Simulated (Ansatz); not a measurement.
`BC(Cl)CC` and `B[CH](Cl)[Zn][F]` differ in one atom or group.

Ansatz, PBE0-D4/def2-TZVP geometries, multiplicity 1. Each molecule was computed in one conformer, which needn't be the lowest.

Scalar relativity is left out up to krypton.

```
                                        property  `BC(Cl)CC`
           LUMO energy (ωB97M-V/def2-TZVPP) / eV        1.49
         HOMO–LUMO gap (ωB97M-V/def2-TZVPP) / eV       12.41
             HOMO energy (B3LYP/def2-TZVPP) / eV       -8.44
  size of the dipole moment (PBE/def2-TZVPP) / D        2.05
size of the dipole moment (B3LYP/def2-TZVPP) / D        2.05
           HOMO energy (ωB97M-V/def2-TZVPP) / eV      -10.92
```

What does the change do to each property? (Best estimate.)

Computed: 
```
                                        property  `B[CH](Cl)[Zn][F]`  shift
           LUMO energy (ωB97M-V/def2-TZVPP) / eV               -0.08  -1.57
         HOMO–LUMO gap (ωB97M-V/def2-TZVPP) / eV               10.16  -2.25
             HOMO energy (B3LYP/def2-TZVPP) / eV               -7.89   0.55
  size of the dipole moment (PBE/def2-TZVPP) / D                1.89  -0.16
size of the dipole moment (B3LYP/def2-TZVPP) / D                2.03  -0.02
           HOMO energy (ωB97M-V/def2-TZVPP) / eV              -10.24   0.68
```

With PBE0 the HOMO rises by 0.54 eV and the LUMO falls by 1.54 eV, so the gap narrows by about 2.08 eV. PBE moves the HOMO by 0.34 eV and ωB97M-V by 0.68 eV. Dipoles are sizes alone; their direction can turn.

B3LYP here is the variant with VWN-RPA as its local correlation; programs differ in this.
